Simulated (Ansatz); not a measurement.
`N[SiH2]B(F)F`. Charge 0, multiplicity 1.

```xyz
9

N     1.185   -0.413   -1.077
Si    0.100   -0.630    0.242
B    -1.116    0.946    0.701
F    -1.981    0.888    1.700
F    -1.095    2.085    0.027
H     1.969    0.212   -0.974
H     0.820   -0.366   -2.015
H    -0.783   -1.788   -0.065
H     0.901   -0.934    1.459
```

List the harmonic frequencies (cm⁻¹, unscaled) at PBE0-D4/def2-TZVP in Ansatz. (Estimate.)

The calculation gave: 34, 112, 117, 287, 316, 365, 419, 584, 609, 741, 841, 873, 910, 917, 1257, 1357, 1586, 2212, 2216, 3601, 3691.

Is this a minimum?

Yes, all 21 modes are real.

Give the ideal-gas thermochemistry at 298.15 K and 1 bar (rigid rotor, harmonic oscillator; point group Cs, symmetry number 1).

Zero-point energy 137.8 kJ/mol; H(298) − E = 159.4 kJ/mol; entropy 356.0 J/(mol·K), of which translation 165.6, rotation 112.5, vibration 77.9; G(298) − E = 53.2 kJ/mol. Modes under 100 cm⁻¹ are hindered rotations or soft bends, so the harmonic entropy is rough.

And at 400, 500, 600, 800 and 1000 K?


```csv
T (K),H − E (kJ/mol),S (J/mol/K),G − E (kJ/mol)
400,171.1,389.7,15.2
500,184.1,418.7,-25.2
600,198.3,444.5,-68.4
800,229.1,488.7,-161.9
1000,262.3,525.7,-263.4
```
